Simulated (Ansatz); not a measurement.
The cluster Li3F3⁺. Total charge 1; doublet. Geometry r2SCAN-D4/def2-TZVP, that of the neutral singlet; atoms count from 1.

```xyz
6

Li   -0.0630   -0.5801   -1.5395
Li    1.2273   -0.4481    0.9977
Li   -1.1650    1.0279    0.5406
F    -1.3175    0.4810   -1.0709
F     1.2505   -1.1033   -0.5801
F     0.0676    0.6225    1.6523
```

The structure comes from a short search, and lower isomers may exist.

Problem. Estimate the Mulliken populations from the PBE0/def2-TZVP orbitals of Ansatz.

Solution. 
```
atom  charge (e)  spin (α − β)
 Li1        0.86          0.00
 Li2        0.85         -0.01
 Li3        0.85         -0.01
  F4       -0.53          0.33
  F5       -0.53          0.33
  F6       -0.51          0.36
```
Mulliken values and Mayer orders depend strongly on the basis.

Problem. Where does the spin sit?

Solution. Summed by element: Li -0.03, F 1.03, of 1 unpaired in all. Largest on single atoms: F6 0.36, F5 0.33, F4 0.33.
